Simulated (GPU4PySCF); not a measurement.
C₁₃H₁₀, SMILES c12c(cccc1)Cc1ccccc1-2.

The structure is a stationary point at B3LYP-D3(BJ)/def2-TZVP. The values are those of a single conformer.

Level of theory: B3LYP-D3(BJ)/def2-TZVP in GPU4PySCF.

Frequencies are harmonic and unscaled.

| mode | ν (cm⁻¹) | IR (km/mol) | moving atoms (share of kinetic energy) |
|---|---|---|---|
| 1 | 97 | 0.7 | C 84 %, H 16 % |
| 2 | 137 | 0.0 | C 79 %, H 21 % |
| 3 | 218 | 0.2 | C 84 %, H 16 % |
| 4 | 243 | 6.6 | C 58 %, H 42 % |
| 5 | 275 | 0.0 | C 85 %, H 15 % |
| 6 | 422 | 6.2 | C 71 %, H 29 % |
| 7 | 425 | 0.4 | C 92 % |
| 8 | 438 | 0.0 | C 71 %, H 29 % |
| 9 | 483 | 0.6 | C 72 %, H 28 % |
| 10 | 503 | 0.2 | C 82 %, H 18 % |
| 11 | 557 | 0.1 | C 90 %, H 10 % |
| 12 | 576 | 0.0 | C 79 %, H 21 % |
| 13 | 640 | 7.4 | C 93 % |
| 14 | 649 | 0.3 | C 91 %, H 9 % |
| 15 | 708 | 5.7 | C 76 %, H 24 % |
| 16 | 741 | 0.0 | H 64 %, C 36 % |
| 17 | 752 | 123.8 | H 78 %, C 22 % |
| 18 | 764 | 0.0 | C 88 %, H 12 % |
| 19 | 798 | 0.0 | C 64 %, H 36 % |
| 20 | 818 | 0.4 | C 80 %, H 20 % |
| 21 | 859 | 0.1 | C 88 %, H 12 % |
| 22 | 870 | 0.5 | H 76 %, C 24 % |
| 23 | 878 | 0.0 | H 67 %, C 33 % |
| 24 | 922 | 0.1 | H 66 %, C 34 % |
| 25 | 933 | 0.0 | H 70 %, C 30 % |
| 26 | 959 | 0.0 | H 79 %, C 21 % |
| 27 | 961 | 0.2 | H 79 %, C 21 % |
| 28 | 970 | 2.8 | C 55 %, H 45 % |
| 29 | 1032 | 4.5 | C 90 %, H 10 % |
| 30 | 1049 | 0.7 | C 60 %, H 40 % |
| 31 | 1056 | 4.2 | C 58 %, H 42 % |
| 32 | 1122 | 3.0 | C 54 %, H 46 % |
| 33 | 1134 | 0.2 | H 57 %, C 43 % |
| 34 | 1163 | 0.0 | H 87 %, C 13 % |
| 35 | 1180 | 0.4 | H 79 %, C 21 % |
| 36 | 1183 | 0.0 | H 87 %, C 13 % |
| 37 | 1197 | 3.4 | H 59 %, C 41 % |
| 38 | 1213 | 2.4 | C 68 %, H 32 % |
| 39 | 1224 | 3.7 | C 50 %, H 50 % |
| 40 | 1257 | 3.1 | C 68 %, H 32 % |
| 41 | 1326 | 0.3 | C 51 %, H 49 % |
| 42 | 1334 | 3.2 | C 60 %, H 40 % |
| 43 | 1348 | 6.7 | C 65 %, H 35 % |
| 44 | 1382 | 0.2 | C 83 %, H 17 % |
| 45 | 1451 | 11.5 | H 87 %, C 13 % |
| 46 | 1484 | 9.6 | C 62 %, H 38 % |
| 47 | 1491 | 20.0 | C 60 %, H 40 % |
| 48 | 1514 | 0.1 | C 70 %, H 30 % |
| 49 | 1516 | 6.6 | C 67 %, H 33 % |
| 50 | 1623 | 1.5 | C 89 %, H 11 % |
| 51 | 1624 | 0.3 | C 92 %, H 8 % |
| 52 | 1651 | 0.0 | C 92 %, H 8 % |
| 53 | 1653 | 3.9 | C 93 % |
| 54 | 3029 | 14.7 | H 95 % |
| 55 | 3052 | 6.5 | H 91 %, C 9 % |
| 56 | 3164 | 2.4 | H 92 % |
| 57 | 3164 | 8.1 | H 92 % |
| 58 | 3170 | 1.9 | H 92 %, C 8 % |
| 59 | 3172 | 4.2 | H 92 %, C 8 % |
| 60 | 3181 | 5.6 | H 92 %, C 8 % |
| 61 | 3183 | 35.2 | H 92 %, C 8 % |
| 62 | 3194 | 41.6 | H 91 %, C 9 % |
| 63 | 3194 | 4.9 | H 91 %, C 9 % |
